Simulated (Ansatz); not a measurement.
Isolated molecules relaxed with PBE0-D4/def2-TZVP in Ansatz; ΔE leaves out vibrations. CBS: MP2 limit from def2 TZ/QZ plus the TZ coupled-cluster correction, frozen cores. This one scheme is used for every species. DFT in def2-TZVPP. HSE06 is defined as in plane-wave codes. Each species was taken in one conformer, which may not be the lowest.

Reaction (hydrogenolysis of a B–C bond): `FB(F)c1ccccc1` + H₂ → `FBF` + `c1ccccc1`

| level | ΔE (kcal/mol) | difference from CCSD(T)/CBS |
| --- | --- | --- |
| r2SCAN-D4 | 2.5 | 1.7 |
| r2SCAN0-D4 | 1.7 | 0.9 |
| HSE06-D4 | 1.4 | 0.6 |
| PBE-QIDH | 0.6 | -0.2 |
| PBE | 0.5 | -0.3 |
| revPBE | -0.7 | -1.5 |
| r2SCAN | 2.0 | 1.2 |
| PBE0 | 0.0 | -0.8 |
| MP2/def2-SVP | 1.7 | 0.9 |
| CCSD/def2-SVP | -0.2 | -1.0 |
| CCSD(T)/def2-SVP | 0.8 | 0.0 |
| MP2/def2-TZVPP | 1.4 | 0.6 |
| MP2/def2-QZVPP | 1.4 | 0.6 |
| HF/CBS(def2) | -4.2 | -5.0 |
| MP2/CBS(def2) | 1.5 | 0.7 |
| CCSD/CBS(def2) | -0.3 | -1.1 |
| CCSD(T)/CBS | 0.8 | 0 |

Largest T1 diagnostic among the species: 0.013.

From r2SCAN to r2SCAN0 (25 % exact exchange), in def2-TZVPP and without D4, ΔE moves by −0.9 kcal/mol. The D4 term adds +2.4 kcal/mol with B3LYP and +1.4 kcal/mol with PBE0; it sums over pairs of atoms, weighted by their polarisabilities, and B3LYP, whose exchange is more repulsive, gets the larger term. In def2-TZVPP, CCSD(T) changes the Hartree–Fock value by +4.8 kcal/mol (the triples alone add +1.1 kcal/mol) and MP2 by +5.4 kcal/mol.

B3LYP here is the variant with VWN-RPA as its local correlation; programs differ in this.
